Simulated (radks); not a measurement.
The numbers below are computed, except where a source is named.
Problem. Neutral niobium, configuration [Kr] 4d4 5s1. Level of theory: Dirac Kohn-Sham, BLYP, spin-unpolarised, spherical densities, finite nucleus; open shells are shared between the two j in proportion to 2j + 1; Fermi nuclear charge, rms radius 4.324 fm (a radial shooting solver on a logarithmic mesh with Libxc functionals). Some entries of the table are withheld. Estimate them.

orbital,occ.,eigenvalue (eV),r(max) (bohr),<1/r> (bohr^-1)
1s1/2,2,-18802.98,0.02349,42.40
2s1/2,2,-2629.496,0.1333,9.625
2p1/2,2,-2413.473,(1),9.602
2p3/2,4,-2317.633,(2),9.165
3s1/2,2,-438.3645,0.3957,3.274
3p1/2,2,(3),0.3832,3.172
3p3/2,4,(4),0.3924,3.066
3d3/2,4,(5),0.3327,2.871
3d5/2,6,(6),0.3355,2.844
4s1/2,2,-58.2480,1.031,1.179
4p1/2,2,-35.8013,1.105,1.053
4p3/2,4,-33.6859,1.130,1.023
5s1/2,1,-3.9279,3.065,0.3439
4d3/2,1.6,(7),1.492,0.6315
4d5/2,2.4,(8),1.507,0.6221

Solution. 
(1) 2p1/2 r(max) (bohr): 0.1038
(2) 2p3/2 r(max) (bohr): 0.1076
(3) 3p1/2 eigenvalue (eV): -357.0404
(4) 3p3/2 eigenvalue (eV): -341.5176
(5) 3d3/2 eigenvalue (eV): -197.8089
(6) 3d5/2 eigenvalue (eV): -194.9191
(7) 4d3/2 eigenvalue (eV): -3.0126
(8) 4d5/2 eigenvalue (eV): -2.8583
